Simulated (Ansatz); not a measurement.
Consider the substitution at a C–Si bond: `C=NC[SiH2]C` + `OB(F)Br` → `COB(F)Br` + `C=NC[SiH3]`.

Gas-phase electronic energies from Ansatz, PBE0-D4/def2-TZVP geometries. CCSD(T)/CBS adds triple-zeta CCSD(T) − MP2 to the extrapolated MP2 energy (def2 sets, frozen cores). Functionals use def2-TZVPP. For Br outer-core shells are correlated without core-valence functions, which leaves a few kJ/mol of doubt a bond. Scalar relativity is left out up to krypton. One conformer a species, not always the lowest.

CCSD(T)/CBS gives +97.0 kJ/mol.

Problem. Another level gave +94.3 kJ/mol. Which?
A. PBE/def2-TZVPP
B. r2SCAN0/def2-TZVPP
C. BLYP-D4/def2-TZVPP
D. HF/def2-TZVPP

Solution. A. PBE 94.3, r2SCAN0 99.4, BLYP-D4 87.9, HF/def2-TZVPP 83.8 kJ/mol.

Largest T1 diagnostic among the species: 0.012.

Leaving LDA and LC-ωPBE aside and taking each functional with its dispersion term where it has one, the values, not all of them listed here, spread over 12.1 kJ/mol, from BLYP-D4 to r2SCAN0-D4. In def2-TZVPP, CCSD(T) changes the Hartree–Fock value by +11.0 kJ/mol (the triples alone add +0.6 kJ/mol) and MP2 by +17.7 kJ/mol. At CCSD(T), def2-SVP lies −16.5 kJ/mol from the extrapolated value and def2-TZVPP −2.2 kJ/mol.
